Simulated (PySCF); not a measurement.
C₂H₃Cl₂FSi.

```xyz
9

F      0.4509     2.1306    -1.0213
C      0.5377     0.9770    -0.3416
C      1.6490     0.2473    -0.4924
Cl     1.8608    -1.2572     0.3067
Si    -0.9500     0.5491     0.7392
Cl    -2.1015    -0.8952    -0.1861
H      2.4734     0.5636    -1.1371
H     -0.5041     0.0293     2.0562
H     -1.7548     1.7900     0.8777
```

Geometry: PBE0-D3(BJ)/def2-SVP. The structure was generated by enumeration; whether it is a known compound was not checked. One conformer was computed; it need not be the lowest.

Level of theory: PBE/pcSseg-1 (PySCF). Non-relativistic, no solvent.

Q: Give the absolute GIAO shielding of each atom: isotropic value and principal components (ppm). (An estimate is asked for; the answer gives what the named calculation found.)

A: 
| atom | σ(iso) | σ11 | σ22 | σ33 | span |
|---|---|---|---|---|---|
| F1 | 257.5 | 174.2 | 229.5 | 368.7 | 194.4 |
| C2 | 7.1 | -83.3 | 40.3 | 64.2 | 147.5 |
| C3 | 48.1 | -47.2 | 73.8 | 117.6 | 164.8 |
| Cl4 | 756.2 | 595.1 | 761.8 | 911.7 | 316.6 |
| Si5 | 361.3 | 330.7 | 347.7 | 405.4 | 74.8 |
| Cl6 | 973.1 | 882.2 | 998.6 | 1038.4 | 156.2 |
| H7 | 24.6 | 21.0 | 25.9 | 26.8 | 5.8 |
| H8 | 25.6 | 22.4 | 24.3 | 30.0 | 7.6 |
| H9 | 26.0 | 22.3 | 24.4 | 31.2 | 8.9 |
